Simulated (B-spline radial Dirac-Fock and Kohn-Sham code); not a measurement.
# 4f5/2 photoionisation of W⁵⁺ near threshold

System: the W⁵⁺ ion, [Xe] 4f14 5d1. The computed 4f5/2 threshold is 103.8 eV; without correlation, outer thresholds are uncertain by 1 to 2 eV. With an open shell the threshold is an average over the terms of the final ion.

Level of theory: the independent-particle Dirac-Slater model, thresholds from Dirac-Fock; a radial finite-basis atomic code. Interchannel coupling and autoionising resonances are not included, so magnitudes near threshold are approximate.

```
kinetic energy (eV)  σ (Mb)     β
                1.5    1.18  1.49
                1.9    1.20  1.47
                2.3    1.21  1.44
                2.9    1.24  1.41
                3.7    1.26  1.37
                4.6    1.30  1.32
                5.7    1.34  1.26
                7.2    1.40  1.20
                9.0    1.46  1.12
               11.2    1.54  1.03
               14.0    1.64  0.94
               17.5    1.77  0.84
               21.9    1.91  0.73
               27.4    2.07  0.63
               34.2    2.25  0.54
               42.8    2.43  0.45
               53.5    2.59  0.39
               66.9    2.70  0.34
               83.7    2.74  0.32
              104.7    2.71  0.32
              130.9    2.60  0.34
              163.6    2.42  0.39
              204.6    2.14  0.46
              255.8    1.78  0.54
              319.9    1.39  0.62
              400.0    1.02  0.71
```

The cross section shows no minimum in this range. Its largest value, 2.74 Mb, lies 84 eV above threshold, delayed by the centrifugal barrier of the l+1 channel. β ranges from 0.32 (at 83.7 eV) to 1.49.
